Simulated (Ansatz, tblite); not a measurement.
Cost and result up the ladder for the cluster Ba4S4 (the lowest singlet isomer of a short search) (8 atoms). Total charge 0; singlet. Geometry: r2SCAN-D4/def2-SVP.

Cartesian coordinates in Å:
```
Ba -2.237 0.770 1.051
Ba 1.505 -1.036 1.834
Ba -0.471 -1.769 -1.831
Ba 1.203 2.035 -1.055
S -1.177 -1.991 1.033
S 2.188 -0.753 -1.029
S 0.461 1.730 1.791
S -1.472 1.014 -1.795
```

Ansatz on 4 threads of Arm Neoverse V2 on a shared host; xTB runs through tblite on one thread. Times are rough, summed over both states, and most runs start from the orbitals of an earlier one. PBE0-D4/def2-TZVP serves as the yardstick here, not as an exact answer. The other state is a quintet at its own geometry.

In the def2 sets Ba takes a core potential; there is no spin–orbit coupling. The xTB rows come from tblite. HSE06 is defined as in plane-wave codes, on full-range PBE exchange. Correlated methods freeze 20 core orbitals; core or outer-core shells of Ba are correlated, in sets that lack core-valence functions. The structure comes from a short search, and lower isomers may exist.

xTB has no spin-polarisation term.

```tsv
level	functions	wall time	quintet − singlet (eV)	difference from PBE0-D4/def2-TZVP (eV)
GFN1-xTB	72	0.024 s	4.43	-1.64
GFN2-xTB	72	0.051 s	2.97	-3.10
PBE-D4/def2-TZVP (with forces)	308	27 s	5.73	-0.34
MP2/def2-TZVP	308	47 s	6.72	0.64
PBE0-D4/def2-TZVP	308	47 s	6.08	0.00
HSE06-D4/def2-TZVP	308	61 s	6.05	-0.03
r2SCAN-D4/def2-TZVP	308	64 s	6.05	-0.03
```
